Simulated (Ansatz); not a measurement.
Relaxation of a periodic cell of 17 atoms, LiSi₁₆ (host Si, host structure diamond, interstitial Li), cell charge +1, to a largest force component of 0.03 eV/Å in at most 60 steps.

These are results of Ansatz 0.2.0, DFT PBE, scalar-relativistic, plane waves, PAW, not measurements. Settings: PAW set soft_1, cutoff 420 eV, k mesh 2x2x2, fermi-dirac smearing 0.05 eV, no spin polarisation.

```xyz
17
Lattice="0.0000 5.4300 5.4300 5.4300 0.0000 5.4300 5.4300 5.4300 0.0000" Properties=species:S:1:pos:R:3
Si 0.000 0.000 0.000
Si 1.357 1.357 1.357
Si 2.715 2.715 0.000
Si 4.072 4.072 1.357
Si 2.715 0.000 2.715
Si 4.072 1.357 4.072
Si 5.430 2.715 2.715
Si 6.787 4.072 4.072
Si 0.000 2.715 2.715
Si 1.357 4.072 4.072
Si 2.715 5.430 2.715
Si 4.072 6.787 4.072
Si 2.715 2.715 5.430
Si 4.072 4.072 6.787
Si 5.430 5.430 5.430
Si 6.787 6.787 6.787
Li 5.462 2.729 5.381
```

Q: Where does it end, and by what steps?

A: The run converged. Limits of this set-up: charged cell in a uniform background, uncorrected. After 3 steps the energy has fallen by 0.119 eV; Li17 moved furthest, 0.06 Å.

```json
{"step": "0", "energy less start (eV)": "0.0000", "largest force component (eV/Å)": "0.663", "accepted": "yes"}
{"step": "1", "energy less start (eV)": "-0.1135", "largest force component (eV/Å)": "0.113", "accepted": "yes"}
{"step": "2", "energy less start (eV)": "-0.1183", "largest force component (eV/Å)": "0.036", "accepted": "yes"}
{"step": "3", "energy less start (eV)": "-0.1188", "largest force component (eV/Å)": "0.001", "accepted": "yes"}
```

```xyz
17
Lattice="0.0000 5.4300 5.4300 5.4300 0.0000 5.4300 5.4300 5.4300 0.0000" Properties=species:S:1:pos:R:3
Si 0.002 -0.021 -0.003
Si 1.384 1.334 1.379
Si 2.738 2.716 -0.003
Si 4.065 4.082 1.364
Si 2.717 0.001 2.712
Si 4.049 1.333 4.045
Si 5.432 2.716 2.691
Si 6.814 4.098 4.045
Si 0.002 2.716 2.734
Si 1.368 4.082 4.061
Si 2.717 5.431 2.712
Si 4.065 6.779 4.061
Si 2.695 2.716 5.427
Si 4.050 4.098 6.809
Si 5.432 5.452 5.427
Si 6.798 6.779 6.794
Li 5.432 2.716 5.426
```

The run took 14 s on 1 thread of Intel(R) Xeon(R) 6975P-C (Granite Rapids), on a shared host, peak memory 0.58 GiB.
